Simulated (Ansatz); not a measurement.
C7H15NOSi⁺, that is SiEt3(NCO) with one electron fewer. The state is a doublet with charge 1. Geometry PBE-D4/def2-SVP, that of the neutral singlet; atoms count from 1.

```xyz
25

Si    0.042   -0.075    0.032
C     1.468    0.492    1.140
C     1.057    1.394    2.312
H     2.208    1.012    0.492
H     1.985   -0.423    1.508
H     1.934    1.723    2.907
H     0.537    2.306    1.955
H     0.366    0.876    3.008
C    -1.251   -1.055    1.007
C    -2.505   -1.441    0.211
H    -1.529   -0.449    1.897
H    -0.744   -1.961    1.410
H    -3.242   -1.983    0.838
H    -3.014   -0.544   -0.198
H    -2.262   -2.098   -0.649
C     0.668   -1.045   -1.467
C     1.612   -0.267   -2.394
H    -0.222   -1.400   -2.032
H     1.164   -1.965   -1.083
H     1.925   -0.871   -3.271
H     1.127    0.652   -2.781
H     2.538    0.049   -1.870
N    -0.751    1.368   -0.575
C    -1.291    2.364   -0.993
O    -1.822    3.341   -1.404
```

Single mean-field runs in def2-TZVP are fitted with def2-universal-jkfit.

Question: Estimate the Mulliken populations from the PBE0/def2-TZVP orbitals of Ansatz.

Answer: 
```csv
atom,charge (e),spin (α − β)
Si1,0.28,0.05
C2,-0.22,0.30
C3,-0.39,0.02
H4,0.19,0.01
H5,0.19,0.01
H6,0.21,0.04
H7,0.16,0.00
H8,0.17,0.01
C9,-0.25,0.09
C10,-0.39,0.02
H11,0.16,0.00
H12,0.17,0.00
H13,0.19,0.02
H14,0.15,0.00
H15,0.15,0.00
C16,-0.26,0.08
C17,-0.39,0.00
H18,0.17,0.02
H19,0.17,0.00
H20,0.18,0.01
H21,0.15,0.00
H22,0.14,0.00
N23,-0.16,0.21
C24,0.36,-0.05
O25,-0.12,0.15
```
Mulliken values depend strongly on the basis.

Question: Where does the spin sit?

Answer: Summed by element: Si 0.05, C 0.45, H 0.13, N 0.21, O 0.15, of 1 unpaired in all. Largest on single atoms: C2 0.30, N23 0.21, O25 0.15.

Question: And the Mayer bond orders between heavy atoms (over 0.3)?

Answer: Si1–C2 0.81 (1.89 Å); Si1–C9 0.97 (1.89 Å); Si1–C16 0.98 (1.89 Å); Si1–N23 1.09 (1.75 Å); C2–C3 1.03 (1.53 Å); C9–C10 0.99 (1.53 Å); C16–C17 1.00 (1.53 Å); N23–C24 1.93 (1.21 Å); C24–O25 2.12 (1.19 Å).
